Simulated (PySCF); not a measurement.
**Ionising BiS**

MN15; Bi def2-SVPD with ECP60, S def2-SVPD; scalar-relativistic core potentials (PySCF 2.14). Neutral (UKS): doublet (π ↑), Re = 2.312 Å, ωe = 452 cm⁻¹, De = 3.04 eV, HOMO -5.96 eV, LUMO -3.32 eV.

BiS⁻ (UKS): triplet (π ↑↑), Re = 2.430 Å, ωe = 373 cm⁻¹, De = 2.80 eV to Bi + S⁻. The energies at the minima are -612.13307 hartree for BiS and -612.20428 for BiS⁻.

Question: Work out the adiabatic electron affinity, without and with harmonic zero-point energies (1 hartree = 27.2114 eV, 1 eV = 8065.5 cm⁻¹), and the change of the bond length.

Answer: At MN15: 0.07121 hartree = 1.938 eV between the minima; the zero-point term (452.0 − 373.0)/2 cm⁻¹ = +0.005 eV makes it 1.943 eV. Re changes by +11.8 pm against the neutral. The electron enters a π orbital; in so polar a molecule the change of length follows mostly from the change of the ionic charges.

These are scalar-relativistic numbers at best; spin–orbit coupling would shift them, the dissociation energy most. For an ion De counts to the pair picked by the measured ionisation energies or electron affinities, which need not be the lowest pair at this level. States were picked by a PBE0 search and need not be the measured ground states.
